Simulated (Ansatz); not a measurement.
C$_{3}$H$_{7}$, charge -1, singlet, geometry from GFN2-xTB (a gas-phase anion, which may not be bound at this level); Ansatz (a quantum-chemistry and plane-wave program) with MP2/aug-cc-pVDZ.

Here is a job for Ansatz.
Ansatz 0.2 input:
```yaml
crystal:
  periodic: [false, false, false]
  atoms:
    - {symbol: C, position_ang: [0.00186015, 0.10449024, 0.56640373]}
    - {symbol: C, position_ang: [-0.00172720, 1.41771511, -0.19203030]}
    - {symbol: C, position_ang: [0.00006446, -1.22825686, -0.25191409]}
    - {symbol: H, position_ang: [-0.88084995, 0.06118922, 1.22991746]}
    - {symbol: H, position_ang: [0.88915671, 0.06252487, 1.22385812]}
    - {symbol: H, position_ang: [0.00293214, -2.12288703, 0.38856881]}
    - {symbol: H, position_ang: [0.88547984, 1.38891864, -0.89834554]}
    - {symbol: H, position_ang: [-0.89370483, 1.38757606, -0.89225478]}
    - {symbol: H, position_ang: [-0.88482823, -1.27117245, -0.89022816]}
    - {symbol: H, position_ang: [0.88062988, -1.26984023, -0.89627193]}
basis:
  gaussian:
    orbitals: aug-cc-pVDZ
total_charge: -1
magnetization: {spin_polarized: false}
correlation: {method: mp2}
```

It wrote (shortened):

```
Functional definition: HF
1301 factors; integrals over basis functions are off by at most 7.4e-4 eV
mean field evaluation 1: about -3197.2188 eV, gradient 2.6e1 eV
mean field evaluation 2: about -3197.2190 eV, gradient 2.6e1 eV
mean field evaluation 4: about -3199.5372 eV, gradient 4.1e0 eV
mean field evaluation 8: about -3199.6128 eV, gradient 4.5e-2 eV
mean field -3199.61284722 eV, -117.5836033600 hartree, gradient 1.5e-6 eV, S^2 0.000000; 0 other end points of the search recorded, 0 dependent functions left out
3 core orbitals not correlated
reference -3199.61284722 eV, -117.5836033600 hartree; 10, 10 occupied and 119, 119 virtual orbitals, 1301 factors
second order -13.14057711 eV of doubles, -0.00000000 eV of singles
Total energy: -3212.75342433 eV, -118.0665106617 hartree
```
